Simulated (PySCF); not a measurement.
One of the candidates below gave these computed data.

All candidates are C8H18O.

- UV, strongest line: among the 10 lowest singlet transitions: S6 at 8.09 eV (153 nm, f = 0.024) [TDDFT B3LYP/def2-SVPD]
- NMR, other nuclei: isotropic shieldings of nuclei other than C and H, by class: 254 (1 O) ppm [GIAO PBE0/pcSseg-1]
- 1H NMR: chemical shifts (computed TMS as zero) by class: 3.34 (1 H), 1.72 (1 H), 1.21 (1 H), 1.18 (1 H), 1.14 (1 H), 1.09 (1 H), 1.08 (3 H), 1.08 (1 H), 1.05 (1 H), 1.00 (3 H), 0.99 (1 H), 0.98 (1 H), 0.70 (1 H), -0.55 (1 H) ppm [GIAO PBE0/pcSseg-1]
- Triplet: lowest triplet excitation (Tamm–Dancoff): 6.57 eV [TDA B3LYP/def2-SVPD]
- 13C NMR: chemical shifts (computed TMS as zero) by class: 69.4 (1 C), 45.1 (1 C), 36.6 (1 C), 35.1 (1 C), 30.8 (1 C), 27.1 (1 C), 24.8 (1 C), 16.7 (1 C) ppm [GIAO PBE0/pcSseg-1]
- Rotational structure: rotational constants A, B, C: 5.526, 0.423, 0.406 GHz [PBE0-D3(BJ)/def2-SVP]
- XPS: C1s 290.3, C1s 290.3, C1s 290.3, C1s 290.4, C1s 290.5, C1s 290.5, C1s 290.5, C1s 291.9, O1s 538.4 eV [ΔSCF SCAN, pcX-2 on the ionised atom, pcseg-1 elsewhere, spin-free X2C]
- Valence photoelectron: vertical ionisation energy: 9.59 eV [ΔSCF B3LYP/def2-SVPD]
- Polarisability: 106.9 au [B3LYP/def2-SVPD]
- Dipole: 1.76 D [B3LYP/def2-SVPD]

The electronic properties come from PySCF, for the isolated species, density fitting. Levels stand in brackets. One conformer (not necessarily the lowest) at the PBE0-D3(BJ)/def2-SVP geometry, without solvent, vibrations or thermal averaging. NMR values are class means; diastereotopic atoms form classes of their own.

Problem. Which candidate is it?
A. `CCC[C@@H](C)OC(C)C`
B. `CCCCCC[C@H](C)O`
C. `CCCCCCCCO`

Solution. B. It is `CCCCCC[C@H](C)O`. Numbering: `[CH3:1][CH2:2][CH2:3][CH2:4][CH2:5][CH2:6][C@H:7]([CH3:8])[OH:9]`. Its formula, C8H18O, gives 0 degrees of unsaturation, so no ring and no π bond. 8 carbons fall into 8 classes; from least to most shielded: carbinol carbon (C–OH) [C7] (69.4 ppm), chain CH2 carbon [C6] (45.1 ppm), chain CH2 carbon [C3] (36.6 ppm), chain CH2 carbon [C4] (35.1 ppm), chain CH2 carbon [C5] (30.8 ppm), chain CH2 carbon [C2] (27.1 ppm), methyl carbon [C8] (24.8 ppm), methyl carbon [C1] (16.7 ppm). Hydrogen classes from least to most shielded: 1 H on a carbinol carbon (C–OH), C7 (3.34 ppm), 1 H on a chain CH2 carbon, C6 (1.72 ppm), 1 H on a chain CH2 carbon, C2 (1.21 ppm), 1 H on a chain CH2 carbon, C2 (1.18 ppm), 1 H on a chain CH2 carbon, C4 (1.14 ppm), 1 H on a chain CH2 carbon, C3 (1.09 ppm), 3 H on a methyl carbon, C8 (1.08 ppm, a mean of values up to 1.1 ppm apart in this geometry), 1 H on a chain CH2 carbon, C4 (1.08 ppm), 1 H on a chain CH2 carbon, C3 (1.05 ppm), 3 H on a methyl carbon, C1 (1.00 ppm), 1 H on a chain CH2 carbon, C5 (0.99 ppm), 1 H on a chain CH2 carbon, C5 (0.98 ppm); 2 more classes are left out. The other shieldings belong to: 254 ppm, alcohol oxygen [O9]. The core levels belong to: C1s 290.3 eV, chain CH2 carbon [C3]; C1s 290.3 eV, chain CH2 carbon [C6]; C1s 290.3 eV, chain CH2 carbon [C4]; C1s 290.4 eV, chain CH2 carbon [C5]; C1s 290.5 eV, chain CH2 carbon [C2]; C1s 290.5 eV, methyl carbon [C1]; C1s 290.5 eV, methyl carbon [C8]; C1s 291.9 eV, carbinol carbon (C–OH) [C7]; O1s 538.4 eV, alcohol oxygen [O9]. The first electron is taken from the HOMO, whose largest Löwdin shares are 0.57 on the alcohol oxygen, 0.11 on the carbinol carbon (C–OH), 0.10 on a chain CH2 carbon and 0.08 on a methyl carbon. The optimised geometry has point group C1 and is an asymmetric top.

The others, at the same levels:
- `CCCCCCCCO` fails: its computed 13C shifts are 65.1 (1 C), 38.9 (1 C), 36.7 (1 C), 35.0 (1 C), 34.9 (1 C), 29.6 (1 C), 27.1 (1 C), 16.7 (1 C) ppm, 1H shifts are 3.63 (2 H), 1.39 (2 H), 1.21 (2 H), 1.19 (2 H), 1.17 (2 H), 1.08 (2 H), 1.07 (2 H), 1.00 (3 H), -0.89 (1 H) ppm and strongest line among the 10 lowest singlet transitions is S3 at 7.68 eV (161 nm, f = 0.029) (against S6 at 8.09 eV).
- `CCC[C@@H](C)OC(C)C` fails: its computed 13C shifts are 72.5 (1 C), 68.1 (1 C), 42.5 (1 C), 25.3 (1 C), 23.0 (1 C), 21.5 (1 C), 20.9 (1 C), 16.3 (1 C) ppm, 1H shifts are 3.21 (1 H), 2.95 (1 H), 1.83 (1 H), 1.13 (1 H), 1.10 (3 H), 1.03 (3 H), 0.99 (1 H), 0.98 (3 H), 0.96 (3 H), 0.91 (1 H) ppm and rotational constant A is 2.140 GHz (against 5.526 GHz).

Each candidate is one conformer, not necessarily the lowest. Dipoles, sizes and rotational constants follow the conformer. The torsions of the flexible species, by atom-mapped SMILES:
- `[CH3:1][CH2:2][CH2:3][C@@H:4]([CH3:5])[O:6][CH:7]([CH3:8])[CH3:9]`: C1–C2–C3–C4 179°, C2–C3–C4–C5 177°, C3–C4–O6–C7 153°, C4–O6–C7–C8 -84°

The conformers of `CCCCCC[C@H](C)O` and `CCCCCCCCO` aren't listed.
